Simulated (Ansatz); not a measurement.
C2H4 (SMILES C=C): geometry of the low-spin state from B3LYP-D3(BJ)/def2-TZVP.
(charge 0, multiplicity 1):
```xyz
6

C     -0.6620    -0.0050    -0.0185
C      0.6620     0.0050     0.0185
H     -1.2392     0.9118    -0.0078
H     -1.2238    -0.9303    -0.0610
H      1.2392    -0.9118     0.0078
H      1.2238     0.9303     0.0610
```
The high-spin state stands at its own minimum; R- takes a restricted low-spin state.

Programs: Ansatz (Gaussian basis) for Hartree–Fock, density functionals and correlated methods. Values without a source in brackets are computed.

The gap E(multiplicity 1) − E(multiplicity 3) (kcal/mol) and the share of exact exchange:

```
functional           exact exchange (%)   value
-------------------  ------------------  ------
R-PBE/def2-TZVPP                      0  -64.36
R-PBE0/def2-TZVPP                    25  -61.45
R-B3LYP/def2-TZVPP                   20  -64.48
R-BHLYP/def2-TZVPP                   50  -60.66
R-r2SCAN/def2-TZVPP                   0  -57.19
```

Question: Take the value as linear in the share of exact exchange along PBE and PBE0. Give the slope, say whether the sign turns, and set the other functionals against that line.

Answer: 
Slope: (-61.45 − (-64.36))/2.5 = 1.16 kcal/mol for each 10 %. The line keeps its sign from 0 to 100 %. At 50 % it gives -58.5 kcal/mol. From B3LYP to BHLYP the slope is (-60.66 − (-64.48))/3 = 1.27 for each 10 %. BHLYP, at 50 %, lies -2.1 from the PBE line. B3LYP, at 20 %, lies -2.4 from the PBE line. r2SCAN, with none, stands 7.2 from PBE.

Ansatz is an electronic-structure program.
